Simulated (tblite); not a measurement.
C4H12N2Si.
Z-matrix (Å and degrees, GFN2-xTB geometry), rows numbered from 1:
```
C 
C   1  1.5007
N   2  1.2626  1  132.40
N   3  1.3462  2  128.74  1    -1.24
Si  4  1.7426  3  131.85  2    -1.11
C   4  1.4566  3  109.24  2   171.65
C   6  1.5243  4  112.12  3   -95.36
H   1  1.0877  2  111.45  3   -37.29
H   1  1.0879  2  109.48  3  -158.00
H   1  1.0900  2  110.40  3    83.06
H   2  1.0847  1  115.45  3  -179.45
H   5  1.4603  4  109.27  3   -50.23
H   5  1.4615  4  104.19  3  -167.95
H   5  1.4706  4  112.92  3    73.98
H   6  1.0924  4  106.92  3    24.88
H   6  1.0918  4  109.10  3   142.56
H   7  1.0874  6  110.27  4   177.90
H   7  1.0874  6  109.85  4    57.94
H   7  1.0876  6  110.21  4   -61.81
```

Level: GFN2-xTB in tblite, geometry and Hessian alike; calculated harmonic values, unscaled, isolated species. The method is semi-empirical: single wavenumbers can be off by several per cent or more. Modes of hydrogen on silicon can be 10 to 20 % off. One conformer, not necessarily the lowest.

Harmonic wavenumbers (cm⁻¹): 46.6, 61.3, 136.7, 151.9, 194.3, 207.9, 231.6, 282.4, 369.7, 407.1, 482.2, 556.3, 597.9, 636.4, 680.5, 782.2, 790.7, 803.7, 817.9, 830.3, 959.2, 986.2, 1001.0, 1067.9, 1083.0, 1085.8, 1152.4, 1202.4, 1281.9, 1328.4, 1350.0, 1392.4, 1399.3, 1460.1, 1473.8, 1480.7, 1489.0, 1498.7, 1732.1, 2186.6, 2270.5, 2283.9, 2962.0, 2976.3, 2994.2, 3016.9, 3030.6, 3034.2, 3035.3, 3035.9, 3042.0.

A = 2990, B = 1548, C = 1148 MHz; mass 116.077 u (most abundant isotopes); point group C1, symmetry number 1.

Q: What is the zero-point energy?

A: Half the sum of the wavenumbers: 33680 cm⁻¹ = 402.90 kJ/mol.

Q: Give the ideal-gas entropy at 350 K and 1 bar in the rigid-rotor, harmonic-oscillator model (classical rotation).

A: Translation 171.48, rotation 121.22, vibration 142.01: S = 434.7 J/(mol K).

Q: And Cp and H(350 K) − H(0)?

A: Cp = 179.96 J/(mol K), of which vibrations give 146.71 (their classical limit is 51 R = 424.0); H(350 K) − H(0) = 37.66 kJ/mol without the zero-point energy, 26.02 from vibrations.

Q: Blend soft modes into free rotors: weight 1/[1 + (100 cm⁻¹/ν̃)⁴] for the oscillator and the rest for a rotor with moment μB/(μ + B), μ = h/(8π²ν), B = 10⁻⁴⁴ kg m². What vibrational entropy results?

A: 130.83 J/(mol K) in place of 142.01, which changes −T·S at 350 K by +3.91 kJ/mol.

Q: What must be added to the electronic energy to get the Gibbs energy at 350 K and 1 bar?

A: ZPE + [H(350 K) − H(0)] − T·S = 402.90 + 37.66 − 152.15 = 288.41 kJ/mol.

Q: How do the functions run with temperature in this model?

A: 
| T (K) | S (J/(mol K)) | Cp (J/(mol K)) | H − H(0) (kJ/mol) | G − H(0) (kJ/mol) | ln q(vib) |
| --- | --- | --- | --- | --- | --- |
| 150 | 321.7 | 98.6 | 9.85 | -38.41 | 2.98 |
| 250 | 381.4 | 138.9 | 21.70 | -73.65 | 5.57 |
| 298.15 | 407.6 | 158.9 | 28.87 | -92.65 | 6.81 |
| 400 | 460.0 | 199.2 | 47.15 | -136.86 | 9.41 |
| 600 | 553.5 | 262.8 | 93.71 | -238.41 | 14.43 |
| 900 | 673.1 | 326.1 | 182.81 | -422.97 | 21.54 |

q(vib) and H(0) count from the zero-point level.

Hindered rotation and anharmonicity are outside this model. Other conformers, if any are populated, would add a mixing term that is left out. The structure is chiral; the term R ln 2 for an equal mix with its mirror image is left out.

On one thread, Arm Neoverse V1 (aarch64), shared host with 32 logical CPUs at a one-minute load of 10, this took 0.65 s wall. The figure is for the frequency step alone.
